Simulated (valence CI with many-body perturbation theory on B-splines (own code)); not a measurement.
## E1 transitions of Sr²³⁺

Computed by configuration interaction combined with many-body perturbation theory (CI+MBPT): five valence electrons over a frozen Dirac-Fock core [Ne], a basis of 11 s, 11 p, 10 d, 8 f, 5 g, 2 h functions for each j, with the one-electron correlation potential Σ1 (screened to all orders), the two-electron term Σ2, the three-electron term Σ3, Breit, model QED; selected single and double excitations, second order for the rest, scaled by the run's own slope (own B-spline code, finite nucleus).

No measured levels were compared; by estimate levels of excited configurations hold to 0.05 to 0.15 % of their energy, terms of the ground configuration to about 0.5 %. Among the levels kept, up to 3500 cm⁻¹ of a level comes from second order outside the variational space, and about a tenth of that is noise between levels of different J, which matters for small intervals.

Lines 1 to 50 of 590 in falling wavelength, among levels below 2120200 cm⁻¹, chosen from the strongest by gf and those to the six lowest levels. Wavelengths and rates use the calculated energies, so an error of 400 cm⁻¹ moves a line at 269.8 Å by 0.11 % and its rate by three times that or more. Electric multipoles are in the length gauge with retardation, E1 and E2 with the static RPA response of the core. Weak lines are less certain than strong ones. Lines between different terms over intervals too small for the method are left out, as are lines whose strength nearly cancels. Where a level lies close to another of its J and parity, the split of strength between their lines is uncertain. The highest levels of a list are the least certain.

Names give the largest LS component (configuration and term), which can be under half, so a name can repeat, a term be missing and a line seem to break the LS rules; names also repeat where a configuration has a term twice. Letters in brackets count levels of one name in rising energy.

| λ vac (Å) | Upper | Lower | A (s⁻¹) | S (a.u.) with core polarisation | S without |
| --- | --- | --- | --- | --- | --- |
| 269.8 | 3s3p⁴ ⁴P_3/2 | 3s²3p³ ²P°_3/2 | 1.60e+08 | 6.20e-03 | 6.38e-03 |
| 239.9 | 3p⁴3d ⁴F_9/2 | 3s3p³3d ⁴D°_7/2 [e] | 1.75e+09 | 1.20e-01 | 1.23e-01 |
| 225.0 | 3s3p⁴ ⁴P_5/2 | 3s²3p³ ²D°_5/2 | 5.08e+08 | 1.71e-02 | 1.76e-02 |
| 214.6 | 3p⁴3d ²G_7/2 | 3s3p³3d ²G°_7/2 [b] | 1.95e+09 | 7.62e-02 | 7.83e-02 |
| 211.6 | 3s3p⁴ ⁴P_1/2 | 3s²3p³ ²P°_1/2 | 9.30e+08 | 8.70e-03 | 8.94e-03 |
| 211.6 | 3s3p³3d ⁴G°_11/2 | 3s²3p²3d ²G_9/2 | 1.57e+09 | 8.81e-02 | 9.05e-02 |
| 208.8 | 3s3p⁴ ⁴P_5/2 | 3s²3p³ ²D°_3/2 | 1.16e+09 | 3.13e-02 | 3.22e-02 |
| 206.6 | 3s3p⁴ ²D_5/2 | 3s²3p³ ²P°_3/2 | 1.55e+09 | 4.06e-02 | 4.17e-02 |
| 200.5 | 3p⁴3d ²G_7/2 | 3s3p³3d ⁴D°_7/2 [d] | 2.06e+09 | 6.56e-02 | 6.74e-02 |
| 200.4 | 3p⁵ ²P°_3/2 | 3s²3p²3d ²P_3/2 [a] | 3.40e+09 | 5.41e-02 | 5.56e-02 |
| 198.0 | 3p⁴3d ⁴F_9/2 | 3s3p³3d ²F°_7/2 [a] | 1.60e+09 | 6.14e-02 | 6.31e-02 |
| 197.8 | 3p⁴3d ⁴F_9/2 | 3s3p³3d ⁴F°_9/2 [b] | 3.24e+09 | 1.24e-01 | 1.27e-01 |
| 196.7 | 3s3p⁴ ⁴P_3/2 | 3s²3p³ ²D°_5/2 | 6.27e+08 | 9.43e-03 | 9.68e-03 |
| 195.1 | 3s²3p²3d ⁴F_3/2 | 3s²3p³ ²P°_3/2 | 1.85e+08 | 2.72e-03 | 2.79e-03 |
| 191.7 | 3p⁴3d ²D_3/2 | 3s3p³3d ⁴P°_5/2 [b] | 5.60e+09 | 7.79e-02 | 8.00e-02 |
| 186.7 | 3s3p⁴ ²D_3/2 | 3s²3p³ ²P°_1/2 | 1.88e+08 | 2.42e-03 | 2.49e-03 |
| 184.9 | 3s²3p²3d ²P_3/2 [a] | 3s²3p³ ²P°_3/2 | 7.38e+08 | 9.21e-03 | 9.48e-03 |
| 184.5 | 3s²3p²3d ⁴F_5/2 | 3s²3p³ ²P°_3/2 | 8.56e+07 | 1.59e-03 | 1.63e-03 |
| 183.2 | 3s3p⁴ ²P_1/2 [a] | 3s²3p³ ²P°_3/2 | 3.39e+08 | 2.06e-03 | 2.12e-03 |
| 179.9 | 3p⁵ ²P°_3/2 | 3s3p⁴ ²D_5/2 | 9.13e+09 | 1.05e-01 | 1.08e-01 |
| 179.6 | 3s3p⁴ ⁴P_1/2 | 3s²3p³ ²D°_3/2 | 2.83e+08 | 1.62e-03 | 1.66e-03 |
| 173.6 | 3s3p⁴ ⁴P_5/2 | 3s²3p³ ⁴S°_3/2 | 3.56e+09 | 5.51e-02 | 5.66e-02 |
| 171.9 | 3s3p³3d ⁴F°_9/2 [a] | 3s²3p²3d ⁴F_7/2 | 2.29e+09 | 5.74e-02 | 5.90e-02 |
| 170.8 | 3s3p⁴ ²D_3/2 | 3s²3p³ ²D°_5/2 | 6.12e+08 | 6.02e-03 | 6.19e-03 |
| 168.9 | 3p⁵ ²P°_3/2 | 3s3p⁴ ²D_3/2 | 4.74e+09 | 4.51e-02 | 4.63e-02 |
| 167.9 | 3p⁴3d ²G_7/2 | 3s3p³3d ²G°_9/2 [a] | 6.73e+09 | 1.26e-01 | 1.29e-01 |
| 167.9 | 3p⁴3d ⁴F_9/2 | 3s3p³3d ⁴G°_11/2 | 1.09e+10 | 2.55e-01 | 2.62e-01 |
| 166.6 | 3s²3p²3d ⁴F_3/2 | 3s²3p³ ²P°_1/2 | 5.50e+08 | 5.02e-03 | 5.16e-03 |
| 166.2 | 3s3p³3d ⁴G°_11/2 | 3s²3p²3d ⁴F_9/2 | 9.57e+09 | 2.60e-01 | 2.67e-01 |
| 165.8 | 3s3p³3d ⁴G°_9/2 | 3s²3p²3d ²F_7/2 [a] | 3.32e+09 | 7.46e-02 | 7.66e-02 |
| 165.2 | 3s3p³3d ²F°_7/2 [b] | 3s²3p²3d ²D_5/2 [c] | 3.91e+09 | 6.96e-02 | 7.14e-02 |
| 164.0 | 3p⁴3d ⁴D_7/2 | 3s3p³3d ⁴F°_9/2 [a] | 1.33e+10 | 2.32e-01 | 2.38e-01 |
| 163.2 | 3p⁴3d ²G_7/2 | 3s3p³3d ²D°_5/2 [a] | 2.73e+09 | 4.70e-02 | 4.82e-02 |
| 162.6 | 3p⁴3d ⁴D_5/2 | 3s3p³3d ⁴F°_7/2 | 1.13e+10 | 1.43e-01 | 1.47e-01 |
| 162.4 | 3s3p³3d ⁴G°_9/2 | 3s²3p²3d ⁴F_7/2 | 9.31e+09 | 1.97e-01 | 2.02e-01 |
| 162.1 | 3s3p³3d ⁴S°_3/2 | 3s²3p²3d ⁴P_5/2 | 5.68e+09 | 4.78e-02 | 4.91e-02 |
| 162.0 | 3s3p³3d ²G°_9/2 [a] | 3s²3p²3d ⁴F_9/2 | 2.24e+09 | 4.70e-02 | 4.82e-02 |
| 161.8 | 3p⁴3d ²G_7/2 | 3s3p³3d ²G°_7/2 [a] | 3.69e+09 | 6.18e-02 | 6.34e-02 |
| 161.8 | 3p⁴3d ⁴F_9/2 | 3s3p³3d ⁴G°_9/2 | 5.03e+09 | 1.05e-01 | 1.08e-01 |
| 161.4 | 3s3p⁴ ²D_3/2 | 3s²3p³ ²D°_3/2 | 8.42e+09 | 6.99e-02 | 7.18e-02 |
| 161.2 | 3s3p³3d ²F°_7/2 [c] | 3s²3p²3d ²F_7/2 [c] | 4.26e+09 | 7.05e-02 | 7.24e-02 |
| 161.0 | 3s²3p²3d ⁴D_3/2 | 3s²3p³ ²P°_3/2 | 4.86e+08 | 4.00e-03 | 4.12e-03 |
| 160.9 | 3s3p⁴ ²D_5/2 | 3s²3p³ ²D°_5/2 | 6.98e+09 | 8.60e-02 | 8.84e-02 |
| 160.0 | 3s3p³3d ⁴F°_9/2 [b] | 3s²3p²3d ²G_7/2 | 2.68e+09 | 5.43e-02 | 5.58e-02 |
| 159.1 | 3s²3p²3d ²P_3/2 [a] | 3s²3p³ ²P°_1/2 | 6.59e+08 | 5.24e-03 | 5.39e-03 |
| 158.9 | 3s3p²3d² ⁶G_3/2 [a] | 3s3p³3d ⁴F°_5/2 | 6.16e+09 | 4.88e-02 | 5.01e-02 |
| 158.6 | 3s3p³3d ⁴D°_7/2 [d] | 3s²3p²3d ⁴P_5/2 | 3.00e+09 | 4.73e-02 | 4.86e-02 |
| 157.8 | 3s3p⁴ ²P_1/2 [a] | 3s²3p³ ²P°_1/2 | 6.85e+09 | 2.66e-02 | 2.73e-02 |
| 156.2 | 3s3p⁴ ⁴P_3/2 | 3s²3p³ ⁴S°_3/2 | 8.10e+09 | 6.10e-02 | 6.27e-02 |
| 156.0 | 3s3p²3d² ⁶G_3/2 [b] | 3s3p³3d ⁴F°_5/2 | 5.79e+09 | 4.34e-02 | 4.46e-02 |
